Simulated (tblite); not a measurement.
C3H3F5GeO.
SMILES with atom numbers: `[F:1][GeH2:2]/[C:3]([F:4])=[CH:5]/[O:6][C:7]([F:8])([F:9])[F:10]` (hydrogens: H11, H12 on Ge2; H13 on C5)

Computed with GFN2-xTB (tblite), gas phase: L-BFGS steps from a force-field or distance-geometry start until the largest atomic force falls under 0.01 eV/Å.

Step 49: E = -1024.0666 eV
```
atom  x, y, z in Å  |  force x, y, z in eV/Å
F1      2.6405    1.5778   -0.6762    0.014  -0.016   0.002
Ge2     2.6455   -0.1021   -0.2159   -0.028   0.016   0.003
C3      0.7750   -0.6491   -0.4894   -0.016   0.001   0.012
F4      0.6416   -1.6182   -1.4129   -0.009  -0.002   0.006
C5     -0.2809   -0.1332    0.1219    0.011   0.010  -0.020
O6     -1.5806   -0.5583   -0.1357    0.024   0.025   0.017
C7     -2.5571    0.1990    0.3434    0.000  -0.004   0.009
F8     -3.7218   -0.3759    0.0958    0.002  -0.003  -0.004
F9     -2.4787    0.3915    1.6720    0.011  -0.008  -0.019
F10    -2.5932    1.4286   -0.1927    0.028  -0.026   0.012
H11     3.1048   -0.0351    1.2086   -0.010  -0.002   0.027
H12     3.5548   -0.7675   -1.2008   -0.020   0.008  -0.019
H13    -0.1544    0.6430    0.8642   -0.008   0.002  -0.027
```

Step 50: E = -1024.0668 eV
```
atom  x, y, z in Å  |  force x, y, z in eV/Å
F1      2.6380    1.5781   -0.6733    0.013  -0.009  -0.002
Ge2     2.6437   -0.1022   -0.2166   -0.006   0.014   0.010
C3      0.7750   -0.6501   -0.4914   -0.016  -0.008   0.017
F4      0.6427   -1.6239   -1.4099   -0.015  -0.004  -0.001
C5     -0.2807   -0.1330    0.1191    0.004   0.019  -0.034
O6     -1.5805   -0.5568   -0.1388    0.013   0.006   0.034
C7     -2.5562    0.1987    0.3447   -0.001   0.008   0.003
F8     -3.7220   -0.3741    0.0975    0.007  -0.011  -0.005
F9     -2.4764    0.3889    1.6736    0.018  -0.016  -0.024
F10    -2.5918    1.4292   -0.1890    0.022  -0.010   0.011
H11     3.1001   -0.0366    1.2087   -0.008  -0.003   0.030
H12     3.5576   -0.7651   -1.1992   -0.025   0.010  -0.019
H13    -0.1539    0.6474    0.8568   -0.007   0.004  -0.021
```

Step 51: E = -1024.0671 eV
```
atom  x, y, z in Å  |  force x, y, z in eV/Å
F1      2.6332    1.5785   -0.6696    0.012   0.001  -0.007
Ge2     2.6413   -0.1020   -0.2165    0.017   0.006   0.019
C3      0.7750   -0.6528   -0.4933   -0.011  -0.016   0.016
F4      0.6444   -1.6320   -1.4061   -0.020  -0.005  -0.005
C5     -0.2805   -0.1325    0.1143   -0.004   0.028  -0.042
O6     -1.5805   -0.5540   -0.1440   -0.004  -0.021   0.040
C7     -2.5549    0.1989    0.3460    0.001   0.013  -0.004
F8     -3.7222   -0.3715    0.1005    0.014  -0.015  -0.007
F9     -2.4709    0.3846    1.6750    0.019  -0.018  -0.017
F10    -2.5904    1.4308   -0.1836    0.014   0.010   0.008
H11     3.0947   -0.0379    1.2100   -0.007  -0.003   0.029
H12     3.5601   -0.7618   -1.1972   -0.030   0.012  -0.017
H13    -0.1537    0.6522    0.8469   -0.002   0.010  -0.013
```

Step 52: E = -1024.0675 eV
```
atom  x, y, z in Å  |  force x, y, z in eV/Å
F1      2.6262    1.5790   -0.6645    0.011   0.013  -0.011
Ge2     2.6382   -0.1016   -0.2157    0.038  -0.007   0.027
C3      0.7749   -0.6575   -0.4956    0.000  -0.023   0.009
F4      0.6466   -1.6438   -1.4008   -0.024  -0.004  -0.006
C5     -0.2805   -0.1316    0.1065   -0.013   0.035  -0.043
O6     -1.5808   -0.5504   -0.1511   -0.022  -0.050   0.036
C7     -2.5530    0.1997    0.3475    0.006   0.011  -0.011
F8     -3.7223   -0.3679    0.1049    0.021  -0.017  -0.011
F9     -2.4620    0.3781    1.6765    0.016  -0.016   0.000
F10    -2.5886    1.4338   -0.1759    0.003   0.030   0.004
H11     3.0874   -0.0394    1.2125   -0.006  -0.003   0.024
H12     3.5629   -0.7567   -1.1947   -0.034   0.014  -0.014
H13    -0.1534    0.6587    0.8326    0.003   0.018  -0.005
```

Question: Estimate the geometry and energy of step 53. (The exact step hangs on the optimiser's Hessian estimate; all steps are aligned on step 52, rigid shifts and turns removed.)

Answer: E = -1024.0680 eV, largest force 0.088 eV/Å
```
atom  x, y, z in Å  |  force x, y, z in eV/Å
F1      2.6155    1.5801   -0.6565    0.008   0.026  -0.014
Ge2     2.6339   -0.1011   -0.2139    0.053  -0.023   0.033
C3      0.7747   -0.6653   -0.4991    0.013  -0.023  -0.001
F4      0.6497   -1.6629   -1.3925   -0.027   0.001  -0.001
C5     -0.2809   -0.1294    0.0931   -0.018   0.035  -0.037
O6     -1.5818   -0.5459   -0.1616   -0.040  -0.075   0.023
C7     -2.5500    0.2009    0.3499    0.014   0.003  -0.015
F8     -3.7223   -0.3622    0.1117    0.028  -0.015  -0.016
F9     -2.4477    0.3674    1.6790    0.007  -0.008   0.022
F10    -2.5855    1.4389   -0.1632   -0.010   0.046   0.001
H11     3.0758   -0.0421    1.2170   -0.002  -0.003   0.019
H12     3.5670   -0.7479   -1.1907   -0.034   0.014  -0.011
H13    -0.1527    0.6698    0.8090    0.008   0.023  -0.002
```

The energy changes by -0.0006 eV. The first-order estimate −F·Δx gives -0.0008 eV and the mean of the old and new forces, exact on a quadratic surface, -0.0006 eV. The step makes an angle of 83° with the force vector and moves no atom by more than 0.026 Å.

What follows is the cost of the whole relaxation. The run took 1.6 s wall on an Arm Neoverse N1 with one thread, shared host with 64 logical CPUs at a one-minute load of 46.
